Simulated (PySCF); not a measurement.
Relaxation of singlet ZrOBr₂

These are results of PySCF, PBE, basis Zr def2-SVP with ECP28, O def2-SVP, Br def2-SVP (scalar-relativistic core potentials, no spin–orbit coupling, density fitting), not measurements. A (50,194) grid was used.

A hand-made trigonal pyramidal start, of Cs symmetry, held to at least that symmetry:

Coordinates in bohr (charge 0 multiplicity 1):
```
Zr   -0.5760   -0.9976   -1.5219
O    -2.1111   -3.6563    0.1104
Br    3.8957   -0.9976    0.8557
Br   -2.8117    2.8751    0.8557
```

(1) What does it relax to?

(2) How much energy is released, and in how many steps?

Answers

(1) It ends at Cs with Zr–Br 2.533 Å (×2), Zr–O 1.745 Å; Br–Zr–Br 119.7°, Br–Zr–O 111.4° (×2) (after a last refinement on a finer grid). The frequency run here used a shortcut that can spoil soft modes, so no verdict on minimum or saddle point is given. Other isomers or separated fragments may lie lower.

(2) 67.8 kJ/mol in 9 steps.

The relaxation took roughly 70 core-seconds on a shared host.
